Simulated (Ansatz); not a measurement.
Total energies of CH5BFGa.

```xyz
9

B     0.9117    0.2491    0.6011
C     0.0695    1.1154   -0.2198
F     0.5015    1.7052   -1.3575
Ga   -0.6916   -1.0132   -0.2542
H     0.2857   -0.3001    1.5147
H     2.0331   -0.0763    0.3746
H    -0.9096    1.5106    0.0522
H    -2.2220   -0.8742    0.0202
H     0.0216   -2.3165   -0.7313
```

Charge 0, multiplicity 1. Correlated methods include outer-core shells of Ga, which these sets cover unevenly. Scalar relativity is left out up to krypton. The bonds changed during the relaxation, so this is another structure than the one it started from. The structure was optimised at the PBE0-D4/def2-TZVP level. Basis def2-TZVPP, Ansatz.

RPA on PBE orbitals: Hartree–Fock energy of these orbitals -2088.09054 Eh, correlation -1.24387 Eh (frozen core).

```tsv
functional	energy without D4 (Eh)	D4 term (kJ/mol)
LDA (SPW92)	-2086.33788	–
BLYP	-2090.70078	-36.0
```

Q: Give the same for PBE, revPBE, r2SCAN, B97M-V, PBE0, B3LYP, r2SCANh, r2SCAN0, HSE06 (plane-wave form), BHLYP, CAM-B3LYP, LC-ωPBE, ωB97X-V, ωB97M-V, B2PLYP, PBE-QIDH. (Estimate.)

A: The calculation gave: 
| functional | energy without D4 (Eh) | D4 term (kJ/mol) |
| --- | --- | --- |
| PBE | -2090.19010 | -16.2 |
| revPBE | -2090.48576 | -48.9 |
| r2SCAN | -2090.58377 | -3.7 |
| B97M-V | -2090.28861 | – |
| PBE0 | -2090.24128 | -13.6 |
| B3LYP | -2090.73930 | -26.4 |
| r2SCANh | -2090.56448 | -4.0 |
| r2SCAN0 | -2090.53713 | -4.4 |
| HSE06 (plane-wave form) | -2090.23214 | -12.7 |
| BHLYP | -2090.57181 | -21.0 |
| CAM-B3LYP | -2090.73014 | -13.8 |
| LC-ωPBE | -2090.32589 | – |
| ωB97X-V | -2090.44833 | – |
| ωB97M-V | -2090.50496 | – |
| B2PLYP | -2090.19033 | – |
| PBE-QIDH | -2089.87932 | – |

B3LYP takes the VWN-RPA correlation (the form of Gaussian; ORCA's B3LYP/G). HSE06 is the plane-wave form, built on full-range PBE exchange. The double hybrids freeze the cores in their second-order part.

LC-ωPBE has ω = 0.4 bohr⁻¹.
